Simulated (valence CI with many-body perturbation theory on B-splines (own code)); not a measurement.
# Hf57+: electric-dipole lines

Calculated by configuration interaction combined with many-body perturbation theory (CI+MBPT): five valence electrons over a frozen Dirac-Fock core [Ne], a basis of 11 s, 11 p, 10 d, 8 f, 5 g, 2 h functions for each j, with the one-electron correlation potential Σ1 (screened to all orders), the two-electron term Σ2, the three-electron term Σ3, Breit, model QED; selected single and double excitations, second order for the rest, scaled by the run's own slope (own B-spline code, finite nucleus).

No measured spectrum was set against this ion. As an estimate, large intervals hold to a few tenths of a per cent, small ones and those within an open d or f shell to about a per cent. Among the levels kept, up to 3100 cm⁻¹ of a level comes from second order outside the variational space, and about a tenth of that is noise between levels of different J, which matters for small intervals.

Lines 201 to 250 of 550 in falling wavelength, among levels below 1237.5 eV, chosen from the strongest by gf and those to the six lowest levels. Wavelengths and rates use the calculated energies. Electric multipoles are in the length gauge, E1 and E2 with the static RPA response of the core. Weak lines are less certain than strong ones. Lines between different terms over intervals too small for the method are left out, as are lines whose strength nearly cancels. The highest levels of a list are the least certain.

Levels are named by their leading jj configuration (3d3/2^4 stands for four electrons in 3d with j = 3/2), which in mixed levels can hold well under half, so a name can repeat and another be missing. Letters in brackets count levels of one name in rising energy.

```tsv
λ vac (nm)	Upper	Lower	A (s⁻¹)	S (a.u.) with core polarisation	S without
3.847	(3s 3p1/2^2 3d5/2^2) J=5/2	(3s 3p1/2^2 3p3/2 3d5/2) J=5/2 [a]	2.77e+11	4.67e-02	4.73e-02
3.843	(3s^2 3p1/2 3d5/2^2) J=5/2	(3s^2 3p1/2 3p3/2 3d5/2) J=5/2 [a]	3.06e+11	5.14e-02	5.21e-02
3.841	(3s 3p1/2 3p3/2^2 3d5/2) J=7/2 [e]	(3s 3p1/2 3p3/2^3) J=5/2	4.41e+11	9.86e-02	9.99e-02
3.841	(3s^2 3p3/2 3d3/2 3d5/2) J=5/2 [c]	(3s^2 3p3/2^2 3d3/2) J=3/2 [a]	3.13e+11	5.25e-02	5.32e-02
3.830	(3s 3p1/2 3p3/2^2 3d5/2) J=3/2 [b]	(3s 3p1/2 3p3/2^3) J=3/2 [a]	3.38e+11	3.75e-02	3.80e-02
3.830	(3s^2 3p3/2 3d5/2^2) J=1/2	(3s^2 3p3/2^2 3d5/2) J=1/2	6.92e+11	3.84e-02	3.89e-02
3.824	(3s^2 3p1/2 3p3/2 3d5/2) J=3/2 [b]	(3s^2 3p1/2 3p3/2^2) J=5/2	6.08e+10	6.72e-03	6.81e-03
3.821	(3s 3p1/2 3p3/2^2 3d5/2) J=3/2 [e]	(3s 3p1/2 3p3/2^3) J=1/2	5.84e+11	6.43e-02	6.51e-02
3.820	(3s 3p1/2^2 3d5/2^2) J=3/2	(3s 3p1/2^2 3p3/2 3d5/2) J=3/2 [a]	1.56e+11	1.72e-02	1.74e-02
3.811	(3s 3p1/2 3p3/2^2 3d5/2) J=5/2 [e]	(3s 3p1/2 3p3/2^3) J=5/2	3.25e+11	5.32e-02	5.39e-02
3.808	(3s^2 3p1/2 3d5/2^2) J=3/2	(3s^2 3p1/2 3p3/2 3d5/2) J=3/2 [a]	3.69e+11	4.03e-02	4.08e-02
3.803	(3s 3p1/2^2 3d5/2^2) J=9/2	(3s 3p1/2^2 3p3/2 3d5/2) J=9/2	1.11e+11	3.00e-02	3.04e-02
3.798	(3s^2 3p3/2 3d3/2 3d5/2) J=5/2 [c]	(3s^2 3p3/2^2 3d3/2) J=5/2	2.14e+11	3.48e-02	3.52e-02
3.798	(3s^2 3p1/2 3p3/2 3d5/2) J=5/2 [b]	(3s^2 3p1/2 3p3/2^2) J=3/2	5.51e+11	8.94e-02	9.06e-02
3.790	(3s 3p1/2 3p3/2^2 3d5/2) J=5/2 [c]	(3s 3p1/2 3p3/2^3) J=3/2 [a]	3.15e+11	5.09e-02	5.15e-02
3.789	(3s^2 3p3/2^2 3d5/2) J=5/2 [b]	(3s^2 3p3/2^3) J=3/2	7.77e+11	1.25e-01	1.27e-01
3.789	(3s 3p1/2^2 3d3/2 3d5/2) J=7/2 [b]	(3s 3p1/2^2 3p3/2 3d3/2) J=7/2	3.72e+10	7.99e-03	8.10e-03
3.783	(3s^2 3p1/2 3d5/2^2) J=7/2	(3s^2 3p1/2 3p3/2 3d5/2) J=7/2 [a]	1.39e+11	2.97e-02	3.01e-02
3.783	(3s 3p1/2^2 3d5/2^2) J=7/2	(3s 3p1/2^2 3p3/2 3d5/2) J=5/2 [a]	3.00e+10	6.41e-03	6.49e-03
3.776	(3s^2 3p3/2 3d3/2 3d5/2) J=9/2 [b]	(3s^2 3p3/2^2 3d3/2) J=7/2	7.12e+11	1.89e-01	1.92e-01
3.772	(3s^2 3p3/2 3d3/2 3d5/2) J=3/2 [c]	(3s^2 3p3/2^2 3d3/2) J=1/2	4.69e+11	4.96e-02	5.03e-02
3.759	(3s 3p1/2^2 3p3/2 3d5/2) J=7/2 [b]	(3s 3p1/2^2 3p3/2^2) J=5/2	1.46e+11	3.06e-02	3.10e-02
3.755	(3s^2 3p3/2 3d3/2 3d5/2) J=3/2 [c]	(3s^2 3p3/2^2 3d3/2) J=3/2 [a]	2.02e+11	2.11e-02	2.14e-02
3.749	(3s 3p1/2^2 3d3/2 3d5/2) J=5/2 [b]	(3s 3p1/2^2 3p3/2 3d3/2) J=5/2 [a]	8.08e+10	1.26e-02	1.28e-02
3.711	(3s^2 3p3/2 3d3/2 3d5/2) J=5/2 [d]	(3s^2 3p3/2^2 3d3/2) J=3/2 [a]	8.41e+10	1.27e-02	1.29e-02
3.706	(3s 3p1/2 3p3/2^2 3d5/2) J=5/2 [d]	(3s 3p1/2 3p3/2^3) J=3/2 [a]	5.03e+10	7.57e-03	7.67e-03
3.678	(3s 3p1/2 3p3/2^2 3d5/2) J=3/2 [d]	(3s 3p1/2 3p3/2^3) J=5/2	1.10e+11	1.09e-02	1.10e-02
3.664	(3s^2 3p3/2 3d3/2 3d5/2) J=5/2 [d]	(3s^2 3p3/2^2 3d3/2) J=7/2	7.11e+10	1.04e-02	1.05e-02
3.653	(3s^2 3p1/2 3p3/2 3d5/2) J=1/2	(3s^2 3p1/2 3p3/2^2) J=3/2	6.48e+10	3.12e-03	3.16e-03
3.618	(3s 3p1/2 3p3/2^2 3d5/2) J=5/2 [e]	(3s 3p1/2 3p3/2^3) J=3/2 [a]	7.76e+10	1.09e-02	1.10e-02
3.290	(3s 3p1/2^2 3p3/2 3d3/2) J=5/2 [a]	(3s^2 3p1/2^2 3d5/2) J=5/2	2.94e+08	3.11e-05	3.15e-05
3.205	(3s 3p1/2^2 3p3/2 3d3/2) J=7/2	(3s^2 3p1/2^2 3d5/2) J=5/2	1.19e+10	1.54e-03	1.57e-03
3.064	(3s 3p1/2^2 3p3/2 3d3/2) J=3/2 [b]	(3s^2 3p1/2^2 3d5/2) J=5/2	4.48e+09	2.54e-04	2.58e-04
2.981	(3s 3p1/2^2 3p3/2 3d3/2) J=5/2 [b]	(3s^2 3p1/2^2 3d5/2) J=5/2	5.66e+09	4.44e-04	4.51e-04
2.931	(3s 3p1/2 3p3/2^2 3d5/2) J=7/2 [a]	(3s^2 3p1/2 3p3/2 3d5/2) J=5/2 [b]	1.50e+11	1.49e-02	1.51e-02
2.810	(3s 3p1/2 3p3/2^2 3d5/2) J=9/2 [b]	(3s^2 3p1/2 3p3/2 3d5/2) J=7/2 [b]	1.89e+11	2.07e-02	2.10e-02
2.797	(3s 3p1/2 3p3/2^2 3d5/2) J=7/2 [a]	(3s^2 3p1/2 3p3/2 3d5/2) J=5/2 [a]	5.53e+10	4.78e-03	4.85e-03
2.775	(3s^2 3p1/2 3d3/2^2) J=5/2	(3s^2 3p1/2^2 3d5/2) J=5/2	3.59e+08	2.27e-05	2.30e-05
2.769	(3s 3p1/2 3p3/2^2 3d3/2) J=5/2 [b]	(3s^2 3p1/2 3p3/2 3d3/2) J=3/2 [b]	1.89e+11	1.19e-02	1.20e-02
2.756	(3s 3p1/2 3p3/2^3) J=3/2 [a]	(3s^2 3p1/2 3p3/2^2) J=1/2	2.35e+10	9.69e-04	9.83e-04
2.747	(3s 3p1/2 3p3/2^2 3d5/2) J=1/2 [b]	(3s^2 3p1/2 3p3/2 3d5/2) J=3/2 [b]	3.20e+11	6.54e-03	6.64e-03
2.738	(3s 3p1/2 3p3/2^2 3d5/2) J=9/2 [a]	(3s^2 3p1/2 3p3/2 3d5/2) J=7/2 [a]	3.54e+11	3.59e-02	3.64e-02
2.728	(3s 3p1/2 3p3/2^2 3d3/2) J=1/2 [a]	(3s^2 3p1/2 3p3/2 3d3/2) J=1/2 [a]	5.30e+11	1.06e-02	1.08e-02
2.724	(3s 3p1/2 3p3/2^2 3d3/2) J=5/2 [a]	(3s^2 3p1/2 3p3/2 3d3/2) J=3/2 [a]	2.24e+11	1.34e-02	1.36e-02
2.723	(3s 3p1/2 3p3/2 3d3/2^2) J=7/2	(3s^2 3p1/2 3d3/2^2) J=5/2	5.48e+10	4.37e-03	4.43e-03
2.714	(3s 3p1/2 3p3/2^2 3d3/2) J=3/2 [c]	(3s^2 3p1/2 3p3/2 3d3/2) J=1/2 [b]	2.42e+11	9.56e-03	9.70e-03
2.707	(3s 3p1/2 3p3/2^2 3d3/2) J=7/2 [b]	(3s^2 3p1/2 3p3/2 3d3/2) J=5/2 [b]	2.25e+11	1.76e-02	1.79e-02
2.705	(3s 3p1/2 3p3/2^2 3d5/2) J=7/2 [a]	(3s^2 3p1/2 3p3/2 3d5/2) J=7/2 [a]	3.32e+11	2.59e-02	2.63e-02
2.704	(3s 3p1/2 3p3/2^2 3d3/2) J=5/2 [a]	(3s^2 3p1/2 3p3/2 3d3/2) J=5/2 [a]	1.41e+11	8.27e-03	8.39e-03
2.691	(3s 3p1/2^2 3p3/2 3d3/2) J=5/2 [a]	(3s^2 3p1/2^2 3d3/2) J=3/2	3.22e+09	1.86e-04	1.89e-04
```
